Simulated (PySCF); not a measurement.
C₄H₇BO, SMILES C#CCB(C)O. The structure is a stationary point at B3LYP-D3(BJ)/def2-SVP. This is a generated structure with no PubChem entry under its InChIKey; it may be hypothetical. Other conformers were not sampled.

### Question
Give the equilibrium geometry at B3LYP-D3(BJ)/def2-SVP (PySCF confirms it by a frequency run) as bond lengths and angles. (The exact figures need the calculation; the answer reports its results.)

### Answer
One answer among several that fit: 
Atoms: C1 C2 C3 B4 C5 O6 H7 H8 H9 H10 H11 H12 H13. Bonds (Å): C1–C2 1.214, C1–H7 1.073, C2–C3 1.455, C3–B4 1.609, C3–H8 1.106, C3–H9 1.106, B4–C5 1.573, B4–O6 1.351, C5–H10 1.100, C5–H11 1.103, C5–H12 1.106, O6–H13 0.973. Angles (°): C2–C1–H7 177.0, C1–C2–C3 173.9, C2–C3–B4 112.6, C2–C3–H8 110.7, C2–C3–H9 110.9, B4–C3–H8 108.4, B4–C3–H9 108.8, H8–C3–H9 105.3, C3–B4–C5 120.7, C3–B4–O6 119.7, C5–B4–O6 119.6, B4–C5–H10 112.6, B4–C5–H11 111.8, B4–C5–H12 109.5, H10–C5–H11 108.9, H10–C5–H12 107.9, H11–C5–H12 105.8, B4–O6–H13 111.8.
Charge 0, spin multiplicity 1.
